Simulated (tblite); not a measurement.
Species: C5H12N2OSi.
SMILES with atom numbers: `[CH3:1]/[CH:2]=[CH:3]/[Si@@H:4]([NH:5][CH3:6])[NH:7][CH:8]=[O:9]` (hydrogens: H10, H11, H12 on C1; H13 on C2; H14 on C3; H15 on Si4; H16 on N5; H17, H18, H19 on C6; H20 on N7; H21 on C8)

Cartesian coordinates in Å at the GFN2-xTB level; atoms count from 1:
```xyz
21
C5H12N2OSi angstrom
C      3.5742    0.2367    0.3529
C      2.1796   -0.2329    0.1091
C      1.1324    0.5579   -0.0876
Si    -0.6189   -0.0041   -0.4374
N     -0.9726   -1.3262    0.6114
C     -2.1992   -2.0896    0.5507
N     -1.7736    1.2074    0.1219
C     -1.7982    2.4152   -0.4553
O     -1.0851    2.7286   -1.3766
H      3.6272    1.3222    0.3461
H      3.9335   -0.1298    1.3147
H      4.2410   -0.1539   -0.4157
H      2.0558   -1.3094    0.1021
H      1.2986    1.6272   -0.0966
H     -0.9006   -0.2231   -1.8602
H     -0.1947   -1.9108    0.8730
H     -2.4068   -2.5402    1.5235
H     -3.0198   -1.4247    0.2912
H     -2.1587   -2.8870   -0.1987
H     -2.3867    1.0377    0.9024
H     -2.5363    3.1159   -0.0167
```

Computed values, GFN2-xTB/tblite, gas phase, harmonic and unscaled. This tight-binding method is rough: wavenumbers can miss measured ones by several per cent, in bad cases by 10 to 20. Modes of hydrogen on silicon can be 10 to 20 % off. One conformer, not necessarily the lowest.

Harmonic wavenumbers (cm⁻¹): 37.5, 48.6, 73.8, 80.3, 102.8, 125.2, 154.5, 161.1, 180.4, 226.5, 262.8, 298.8, 307.4, 419.2, 524.7, 550.5, 633.4, 659.0, 692.0, 707.6, 761.2, 801.6, 842.7, 936.9, 990.5, 1009.3, 1036.2, 1064.0, 1101.5, 1109.1, 1148.8, 1158.9, 1247.0, 1300.7, 1352.4, 1367.1, 1386.0, 1396.8, 1419.4, 1473.9, 1479.3, 1491.0, 1503.4, 1690.8, 1752.9, 2225.9, 2744.9, 2915.3, 2970.5, 2994.4, 3009.5, 3029.0, 3031.6, 3047.2, 3055.6, 3465.0, 3468.7.

A = 1393, B = 977.3, C = 608.4 MHz; mass 144.072 u (most abundant isotopes); point group C1, symmetry number 1.

Problem. What is the zero-point energy?

Solution. ½Σν̃ = 36513 cm⁻¹ = 104.39 kcal/mol.

Problem. Entropy at 400 K, 1 bar (ideal gas, RRHO, classical rotation)?

Solution. Translation 42.29, rotation 31.22, vibration 55.87: S = 129.4 cal/(mol K).

Problem. And Cp and H(400 K) − H(0)?

Solution. Cp = 55.70 cal/(mol K), of which vibrations give 47.75 (their classical limit is 57 R = 113.3); H(400 K) − H(0) = 13.89 kcal/mol without the zero-point energy, 10.72 from vibrations.

Problem. What must be added to the electronic energy to get the Gibbs energy at 400 K and 1 bar?

Solution. ZPE + [H(400 K) − H(0)] − T·S = 104.39 + 13.89 − 51.75 = 66.53 kcal/mol.

Problem. How do the functions run with temperature in this model?

Solution. 
| T (K) | S (cal/(mol K)) | Cp (cal/(mol K)) | H − H(0) (kcal/mol) | G − H(0) (kcal/mol) | ln q(vib) |
| --- | --- | --- | --- | --- | --- |
| 100 | 77.6 | 25.3 | 1.67 | -6.09 | 3.19 |
| 200 | 98.4 | 35.7 | 4.74 | -14.95 | 7.40 |
| 300 | 114.8 | 45.8 | 8.81 | -25.64 | 11.16 |
| 500 | 142.8 | 64.4 | 19.91 | -51.47 | 17.92 |
| 800 | 177.4 | 83.0 | 42.24 | -99.69 | 26.94 |
| 1000 | 196.9 | 91.2 | 59.71 | -137.15 | 32.36 |

q(vib) and H(0) count from the zero-point level.

Problem. Blend soft modes into free rotors: weight 1/[1 + (100 cm⁻¹/ν̃)⁴] for the oscillator and the rest for a rotor with moment μB/(μ + B), μ = h/(8π²ν), B = 10⁻⁴⁴ kg m². What vibrational entropy results?

Solution. 50.12 cal/(mol K) in place of 55.87, which changes −T·S at 400 K by +2.30 kcal/mol.

Problem. Which modes carry the vibrational entropy at 400 K?

Solution. 37.5 cm⁻¹: 5.97; 48.6 cm⁻¹: 5.46; 73.8 cm⁻¹: 4.63; 80.3 cm⁻¹: 4.46; 102.8 cm⁻¹: 3.98; 125.2 cm⁻¹: 3.59 cal/(mol K); the other 51 give 27.79 together.

Hindered rotation and anharmonicity are outside this model. Other conformers, if any are populated, would add a mixing term that is left out. The structure is chiral; the term R ln 2 for an equal mix with its mirror image is left out.
